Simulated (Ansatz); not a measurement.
```yaml
crystal:
  periodic: [false, false, false]
  atoms:
    - {symbol: Si, position_ang: [-0.828454, 0.360289, -0.504294]}
    - {symbol: Ge, position_ang: [1.378623, -0.304997, 0.132219]}
    - {symbol: Cl, position_ang: [1.215533, -2.224607, 1.127773]}
    - {symbol: H, position_ang: [-1.351683, -0.655893, -1.449546]}
    - {symbol: H, position_ang: [-0.728880, 1.679960, -1.180330]}
    - {symbol: H, position_ang: [-1.723833, 0.463438, 0.678148]}
    - {symbol: H, position_ang: [2.099895, 0.614010, 1.150430]}
basis:
  gaussian: {orbitals: LANL2DZ}
magnetization: {spin_polarized: true, initial_magnetization: 1}
hamiltonian: {xc: {name: CAM-B3LYP}, dispersion: d3bj}
output: {forces: true}
```

```sh
$ ansatz run in.yaml --threads 4 --pin off --events-out ev --progress --plain --max-ram 10444MiB
```

Task: How does Ansatz answer? (Estimate.)

Result: Ansatz gave: The program refused the input.
```
Error: <dir> can't be read: No such file or directory (os error 2)
```
